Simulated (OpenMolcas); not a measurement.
Pt4+ among 8 point charges of -1.2 e arranged as a cube (Oh).

```
Program             : OpenMolcas
Method              : SS-CASPT2, IPEA 0.25 Eh, imaginary shift 0.1 Eh (closed shells correlated: 5s 5p)
Basis               : ANO-RCC-VDZP [7s6p4d2f]
Scalar Hamiltonian  : DKH2, point nucleus
Active space        : 6 electrons in 5 orbitals (5d)
State averaging     : 2S+1 = 5 even, 5 roots; 2S+1 = 3 even, 45 roots; 2S+1 = 1 even, 50 roots
Spin-orbit coupling : state interaction with AMFI integrals over the reference wave functions
```

All point charges move together. At R = 1.74 Å the first state of the same spin is 10870 cm-1, and at R = 2.01 Å it is 5590 cm-1.

Problem. A third run gives 7090 cm-1. What distance was it run at?

Solution. With a power law R^-n the two known points give n = -ln(5590 / 10870) / ln(2.01 / 1.74) = 4.61. Then R = 1.74 × (10870 / 7090)^(1/4.61) = 1.909 Å. The run was at 1.91 Å, so the estimate is off by -0.001 Å.

Roots that are degenerate in the reference are averaged as groups; the widest CASPT2 spread within a group is 230 cm-1 (the 3-fold group of multiplicity 3 near 29400 cm-1 above the lowest state of its run, R = 1.74). Shifts and gaps below about the spread of the groups concerned are not significant. An orbital doublet at a regular site is open to a Jahn-Teller distortion, which this geometry leaves out. Point charges give a weaker field than real ligands, and real ions of this kind are as a rule low spin; the high spin found here belongs to the model. Free-ion shares, where given, are those of the reference states; single-state CASPT2 does not remix them. Spin-orbit coupling mixes the spin-free states strongly: the lowest level takes only 62 % from its leading state, 5E (figures for R = 1.74; the like holds for R = 1.91, R = 2.01). This is an electrostatic model: the charges have no orbitals. No measured value stands beside these numbers.
